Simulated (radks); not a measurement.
The numbers below are computed, except where a source is named.
Problem. The mean radii <r> (bohr) of the occupied orbitals of an atom or ion are listed with their occupations. Level of theory: Dirac Kohn-Sham, PBE, spin-unpolarised, spherical densities, finite nucleus; Fermi nuclear charge, rms radius of each element as measured or else 0.836 A^(1/3) + 0.57 fm (a radial shooting solver on a logarithmic mesh with Libxc functionals).

| orbital | occ. | <r> |
|---|---|---|
| 1s1/2 | 2 | 0.1113 |
| 2s1/2 | 2 | 0.5677 |
| 2p1/2 | 2 | 0.5357 |
| 2p3/2 | 4 | 0.5379 |
| 3s1/2 | 2 | 2.057 |
| 3p1/2 | 1 | 2.454 |

Name the element and its charge. Open shells, if any, fill j = l - 1/2 first.

Solution. Z = 14, silicon, charge +1: Si+ in [Ne] 3s2 3p1. The 1s radius gives Z: for a bare nucleus <r> = (2 gamma + 1)/(2Z) with gamma = sqrt(1 - (Z/c)^2), 0.1068 bohr for Z = 14, and screening makes it slightly larger (0.1113 here). The occupations add up to 13, and the charge is Z minus that.
